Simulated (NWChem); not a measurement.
System: SiH₂OF₂; SMILES O[SiH](F)F

The following NWChem deck was run.

```
start job
memory heap 200 mb stack 900 mb global 1100 mb
geometry units angstroms noautosym nocenter noautoz
  Si     0.000515     0.024468    -0.341140
  O      0.006326     1.558553     0.213285
  F      1.274858    -0.790331     0.211150
  F     -1.281573    -0.779212     0.209632
  H      0.002088     0.047255    -1.807988
  H     -0.001338     1.722747     1.161207
end
basis spherical
  * library def2-svp
end
dft
  xc pbe0
  iterations 150
end
cosmo
  do_cosmo_smd true
  solvent water
end
task dft energy
```

Geometry: optimised at PBE0/def2-SVP. Solvent: water.

Level: PBE0/def2-SVP with SMD (1 M gas to 1 M solution), gas-phase geometry. Reactions with the solvent are ignored.

Problem. Give the results of this calculation. (PBE0/def2-SVP, SMD on the gas-phase geometry.) Quantities: solvation free energy (kcal/mol); cavity-dispersion-structure term (kcal/mol); dipole in solution (D).

Solution. 
* **solvation free energy (kcal/mol)**: -4.1
* **cavity-dispersion-structure term (kcal/mol)**: 2.8
* **dipole in solution (D)**: 1.41
